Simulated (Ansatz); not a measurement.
Consider the hydrogenolysis of a C–Si bond: `C=NBC[SiH3]` + H₂ → `C=NBC` + SiH₄.

Calculated with Ansatz (gas phase, PBE0-D4/def2-TZVP geometries, no zero-point term in ΔE). CBS: MP2 limit from def2 TZ/QZ plus the TZ coupled-cluster correction, frozen cores. This one scheme is used for every species. DFT in def2-TZVPP. One conformer a species, not always the lowest.

`C=NBC[SiH3]`:

Cartesian coordinates in Å:
```
C -0.899 -1.373 -2.167
N -0.127 -0.676 -1.492
B 0.712 0.097 -0.751
C 0.866 -0.098 0.799
Si -0.225 1.116 1.724
H -0.561 -2.292 -2.658
H -1.950 -1.101 -2.302
H 1.299 0.964 -1.338
H 1.897 0.098 1.110
H 0.592 -1.105 1.126
H -1.660 0.854 1.428
H -0.027 1.000 3.196
H 0.082 2.516 1.325
```

H₂:

Z-matrix (Å, degrees):
```
H
H 1 0.746
```

`C=NBC`:

Cartesian coordinates in Å:
```
C 1.891 0.493 0.751
N 0.881 -0.088 0.326
B -0.225 -0.726 -0.140
C -1.522 0.053 -0.570
H 2.030 0.696 1.818
H 2.686 0.827 0.077
H -0.156 -1.924 -0.204
H -1.762 -0.169 -1.615
H -1.444 1.135 -0.457
H -2.379 -0.296 0.015
```

SiH₄:

```xyz
5

Si    0.000    0.000    0.000
H    -0.319   -0.387   -1.397
H     0.220   -1.222    0.813
H    -1.130    0.776    0.569
H     1.229    0.832    0.015
```

(1) Is it downhill or uphill in electronic energy at CCSD(T)/CBS, and by how much? (An estimate is asked.)

(2) What do these levels give: r2SCAN-D4, ωB97X-V, revPBE, PBE0, CAM-B3LYP, HF/def2-QZVPP? (Estimate.)

Largest T1 diagnostic among the species: 0.014.

Results:

(1) The calculation gave: Downhill: ΔE = -14.0 kJ/mol.

(2) The calculation gave: r2SCAN-D4 -13.5, ωB97X-V -18.5, revPBE -23.2, PBE0 -21.5, CAM-B3LYP -28.8, HF/def2-QZVPP -41.0 kJ/mol.

Leaving LDA and LC-ωPBE aside and taking each functional with its dispersion term where it has one, the values, not all of them listed here, spread over 14.2 kJ/mol, from B2PLYP to revPBE-D4. LDA lies +6.0 kJ/mol from PBE without D4. At CCSD(T), def2-SVP lies −14.1 kJ/mol from the extrapolated value and def2-TZVPP −3.1 kJ/mol.
